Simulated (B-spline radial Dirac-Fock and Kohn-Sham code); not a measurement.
## K-line shifts caused by a second vacancy in Nb⁶⁺

System: the Nb⁶⁺ ion in the configuration [Ar] 3d10 4s2 4p5.

Method: Dirac-Fock energy differences between relaxed states, corrected for Breit and QED terms. Computed with an atomic code on a B-spline grid. Each two-hole energy is an average over J within one jj subconfiguration, not an observable level; in light atoms, where LS coupling holds, the j-resolved values are not observed lines, and for a K spectator the Kα1 hypersatellite is nearly forbidden. Correlation and solid-state effects are left out.

Lines without a spectator: Kα2 (K-L2) 16519.5 eV, Kβ3 (K-M2) 18606.3 eV. Shifts in eV with one spectator hole (a dash: not computed, or left out as unreliable):

```tsv
spectator hole	Kα2	Kβ3
K (1s)	+454.1	+575.9
L2 (2p1/2)	+47.3	–
M2 (3p1/2)	–	+14.10
M4 (3d3/2)	+0.30	–
M5 (3d5/2)	-1.91	–
```

Run: 37 s of CPU time on 1 thread of Intel(R) Xeon(R) Platinum 8375C CPU @ 2.90GHz (shared host), peak memory 0.42 GiB.
